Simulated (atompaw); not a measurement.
# Pseudopotential generation for tantalum (Ta): PAW (atompaw), LDA (PW92), scalar-relativistic.

atompaw 4.2.0.5 input, output lines left out:

```
Ta 73
LDA-PW scalarrelativistic loggrid 2001 logderivrange -5 5 251
6 6 5 4 0 0
6 1 0
5 2 3
0 0 0
c
c
c
c
c
v
c
c
c
v
v
c
c
v
c
2
2.55 2.15 2.40 1.70
y
1.3
n
n
y
4.55
n
custom rrkj gramschmidtortho sinc
bessel
2.55
2.35
1.90
2.55
2.55
2.55
```

Calculated quality:

```json
{
 "Cutoffs needed": "25 Ry and 40 Ry (the cutoffs (Ry, on a coarse ladder) from which the occupation-weighted sum of valence levels, in a spherical-Bessel basis at the reference potential, stays within 10 and 1 mRy of its value at 400 Ry)",
 "Ghost test": "no extra level below or beside the all-electron valence levels (s, p, d, f tested) (spherical-Bessel basis up to 400 Ry, 20 bohr box)",
 "Lowest eigenvalue of the overlap operator": "0.54 (p channel)",
 "Overlap eigenvalues printed by atompaw (projector basis)": "0.593, 0.753, 2.51, 15.8, 215, 1.81e+03",
 "Share of each valence orbital outside the PAW sphere": "6s 71 %, 5p 1 %, 6p 93 %, 5d 30 %"
}
```

Generation and tests took about 18 s on one core of a shared server CPU.
